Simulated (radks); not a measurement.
Spherical quantum dot in the effective-mass picture: electrons in a parabolic well V = omega^2 r^2 / 2 with omega = 0.186, all in effective atomic units (hartree* = m*/eps^2 hartree, bohr* = eps/m* bohr), one dielectric constant everywhere. Method: non-relativistic Kohn-Sham, PBEsol, spin-polarised, spherical densities; computed with a radial shooting solver with Libxc functionals. Levels are named by radial order and angular momentum (1s, 1p, 1d, 2s, ...), and open shells are averaged over m. Results are scaled to m* = 0.026 and eps = 12, for which hartree* = 4.913 meV and bohr* = 24.42 nm.

N = 8, configuration 1s2 1p6. This is the lowest configuration that the search found. Occupied and some empty levels:

| level | occupation | eigenvalue (meV) | <r> (nm) |
|---|---|---|---|
| 1s | 2 | 8.7540 | 100.3 |
| 1p | 6 | 9.1310 | 119.3 |
| 1d | 0 | 9.6026 | 133.0 |
| 2s | 0 | 9.8223 | 111.1 |
| 1f | 0 | 10.147 | 144.3 |

Energy (meV): total 44.1734, kinetic 4.3322, external 16.371, Hartree 30.104, exchange-correlation -6.6344.
